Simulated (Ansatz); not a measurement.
A run on CH3ClF2SZr (`C[S][Zr]([F])([F])[Cl]`) with other settings.

```yaml
crystal:
  periodic: [false, false, false]
  atoms:
    - {symbol: C, position_ang: [0.641363, -1.401947, -0.194238]}
    - {symbol: S, position_ang: [0.293819, -0.635887, 1.429446]}
    - {symbol: Zr, position_ang: [-0.579195, 1.266307, 0.256003]}
    - {symbol: F, position_ang: [-1.998347, 0.679948, -0.855497]}
    - {symbol: F, position_ang: [0.788712, 1.955279, -0.860767]}
    - {symbol: Cl, position_ang: [-1.297534, 2.842562, 1.824590]}
    - {symbol: H, position_ang: [1.710762, -1.588918, -0.273066]}
    - {symbol: H, position_ang: [0.084234, -2.334037, -0.269776]}
    - {symbol: H, position_ang: [0.356186, -0.783296, -1.056694]}
basis:
  gaussian: {orbitals: def2-SVPD, fitting: {mean_field: cc-pVTZ-jkfit}}
hamiltonian: {xc: {name: r2SCAN0}}
accuracy: high
output: {forces: true}
```

```sh
$ ansatz run in.yaml --threads 2 --pin off --events-out ev --progress --plain --max-ram 32768MiB --backend cpu
```

Output, abridged:

```
Functional definition: r2SCAN0
Error: <dir> the basis set cc-pVTZ-JKFIT has no functions for Zr
```

Run time 0.2 s (2 threads of an AMD EPYC 7R13 on a shared host); peak host memory 0.59 GiB.
